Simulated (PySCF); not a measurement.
Molecule: tert-butyl acetate (SMILES CC(=O)OC(C)(C)C).

Atom-mapped SMILES (the numbers label the heavy atoms): `[CH3:1][C:2](=[O:3])[O:4][C:5]([CH3:6])([CH3:7])[CH3:8]`. Hydrogens are named by the atom that carries them.

Geometry PBE0-D3(BJ)/def2-SVP throughout; GIAO in PySCF 2.14.0 with density-fitted response routines, gas phase, one conformer, non-relativistic; equivalent atoms averaged; functional PBE0.

For orientation, 6-31G gives these absolute shieldings σ: C2 34.9, C5 124.1, C6/C7/C8 171.4, C1 175.5, O3 -98.7, O4 92.7, H(C1) 30.48, H(C6)/H(C7)/H(C8) 30.96 ppm.

A run gave: C2 10.4, C5 106.4, C6/C7/C8 156.1, C1 161.2, O3 -109.7, O4 78.0, H(C1) 29.33, H(C6)/H(C7)/H(C8) 29.84 ppm (absolute shieldings σ).

Task: Which basis set was used in that run?
A. pcSseg-1
B. cc-pVDZ
C. def2-TZVP
D. 6-31G*

Result: A. O3 tells them apart best: pcSseg-1 gives -109.7, cc-pVDZ gives -70.5, def2-TZVP gives -97.0, 6-31G* gives -60.5 ppm.
